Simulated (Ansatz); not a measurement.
CH₈GeSSi, SMILES `[SiH3][GeH2][CH2]S`, relaxed with RKS PBE0-D4/def2-TZVP in Ansatz from a PBE-D4/def2-SVP geometry. The force threshold is 0.005 eV/Å; the program also tests the step.

The species carries charge 0 and has multiplicity 1.

Start:

```xyz
12

Si   -1.112   -0.069   -1.579
Ge    0.751   -0.737   -0.229
C     0.392   -0.066    1.606
S    -0.202    1.668    1.563
H    -2.384   -0.256   -0.796
H    -1.182   -0.928   -2.815
H    -0.991    1.366   -2.008
H     2.065   -0.061   -0.722
H     0.983   -2.279   -0.219
H     1.266   -0.179    2.278
H    -0.446   -0.647    2.041
H     0.859    2.187    0.880
```

```
step  energy (eV)  largest force (eV/Å)  largest move (Å)
   1  -76384.0906                 0.691             0.000
   2  -76384.1261                 0.265             0.041
   3  -76384.1303                 0.072             0.031
   4  -76384.1316                 0.034             0.014
   5  -76384.1320                 0.020             0.030
   6  -76384.1323                 0.011             0.032
   7  -76384.1323                 0.009             0.010
   8  -76384.1323                 0.005             0.007
```

End:

```xyz
12

Si   -1.126   -0.098   -1.594
Ge    0.727   -0.695   -0.224
C     0.380   -0.054    1.605
S    -0.084    1.693    1.620
H    -2.385   -0.332   -0.837
H    -1.144   -0.943   -2.819
H    -1.054    1.327   -2.002
H     2.018   -0.005   -0.714
H     0.980   -2.218   -0.212
H     1.222   -0.243    2.271
H    -0.486   -0.587    2.002
H     0.953    2.157    0.903
```

It took 45 s on 4 threads of a server CPU on a shared host, with 0.65 GiB of host memory at the peak.
